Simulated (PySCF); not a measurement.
**`N#C[C@H]1C[C@@H](F)CO1`, C$_{5}$H$_{6}$FNO**

Geometry:
```json
{"atom": "N1", "x (Å)": "1.260", "y (Å)": "1.272", "z (Å)": "2.410"}
{"atom": "C2", "x (Å)": "1.243", "y (Å)": "0.772", "z (Å)": "1.383"}
{"atom": "C3", "x (Å)": "1.197", "y (Å)": "0.149", "z (Å)": "0.066"}
{"atom": "C4", "x (Å)": "0.294", "y (Å)": "-1.103", "z (Å)": "0.091"}
{"atom": "C5", "x (Å)": "-1.068", "y (Å)": "-0.559", "z (Å)": "-0.359"}
{"atom": "F6", "x (Å)": "-1.979", "y (Å)": "-0.594", "z (Å)": "0.670"}
{"atom": "C7", "x (Å)": "-0.781", "y (Å)": "0.901", "z (Å)": "-0.761"}
{"atom": "O8", "x (Å)": "0.617", "y (Å)": "1.012", "z (Å)": "-0.894"}
{"atom": "H9", "x (Å)": "2.222", "y (Å)": "-0.060", "z (Å)": "-0.256"}
{"atom": "H10", "x (Å)": "0.664", "y (Å)": "-1.850", "z (Å)": "-0.609"}
{"atom": "H11", "x (Å)": "0.223", "y (Å)": "-1.542", "z (Å)": "1.085"}
{"atom": "H12", "x (Å)": "-1.510", "y (Å)": "-1.147", "z (Å)": "-1.169"}
{"atom": "H13", "x (Å)": "-1.225", "y (Å)": "1.189", "z (Å)": "-1.714"}
{"atom": "H14", "x (Å)": "-1.157", "y (Å)": "1.560", "z (Å)": "0.034"}
```

Method used: PySCF, TDDFT B3LYP/def2-SVPD circular dichroism and optical rotation, one conformer, gas phase. Geometry: GFN2-xTB.

States above about 8.4 eV (minus the energy of the highest occupied orbital) lie near or above the ionisation threshold and depend on the basis.

Stereocentres: C3 R, C5 R.

Task: Give the optical rotatory dispersion at 633, 589.3, 546, 436, 405, 365, 355 nm.

Result: [α] in deg dm⁻¹ (g/mL)⁻¹:
| λ (nm) | origin-invariant length gauge | modified velocity gauge | length gauge (centre of mass) | isotropic polarisability (au) |
| --- | --- | --- | --- | --- |
| 633 | -14.1 | -4.2 | -14.6 | 64.5 |
| 589.3 | -15.5 | -4.0 | -16.1 | 64.7 |
| 546 | -16.9 | -3.4 | -17.6 | 64.9 |
| 436 | -18.1 | +4.1 | -19.2 | 65.8 |
| 405 | -16.0 | +10.3 | -17.2 | 66.3 |
| 365 | -8.1 | +25.6 | -9.5 | 67.0 |
| 355 | -4.3 | +31.6 | -5.8 | 67.2 |

Where the gauges differ in sign the basis doesn't settle the rotation.

Task: And for the mirror image at 589.3 nm?

Result: +15.5 deg dm⁻¹ (g/mL)⁻¹ (origin-invariant length gauge): the same size and the opposite sign.

Task: What is the molar rotation [Φ] = [α]·M/100 of the geometry above at 589.3 nm?

Result: With M = 115.11 g/mol, -17.8 deg cm² dmol⁻¹ (origin-invariant length gauge).

The first excitation lies at 6.89 eV (180 nm) with R = +3.7 × 10⁻⁴⁰ esu² cm² (velocity form).
